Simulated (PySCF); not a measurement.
Computed with PBE-D3(BJ)/def2-TZVP // B3LYP-D3(BJ)/def2-TZVP in PySCF 2.14.0. Isolated molecules, 0 K electronic values unless said otherwise. One relaxed conformer stands for a flexible species; it need not be the lowest. Delta-SCF ions had no search for a lower state. Excitations are Tamm–Dancoff values on a coarser integration grid. The basis has no diffuse functions, so Rydberg states are missing or too high.

Reference species (SMILES): `B1CO1` (neutral, multiplicity 1).

```
Quantity                                   Value
--------------------------------------  --------
LUMO                                    -1.41 eV
HOMO–LUMO gap                            5.54 eV
T1 excitation (TDA)                      5.16 eV
vertical ionisation energy (Delta-SCF)  10.90 eV
```

After one change: the LUMO decreases by 1.46 eV; the HOMO–LUMO gap falls by 2.30 eV; the T1 excitation (TDA) falls by 2.36 eV; the vertical ionisation energy (Delta-SCF) falls by 0.93 eV.

Problem. What was changed between the two runs? The new species is one of these.
(A) `[H]/B=C/O` (B–C–O–H torsion 0°)
(B) `BC=O` (H–B–C–O torsion 86°)
(C) `CB=O`
(D) `C=BO` (C–B–O–H torsion 180°)

Solution. B, `BC=O` (H–B–C–O torsion 86°)
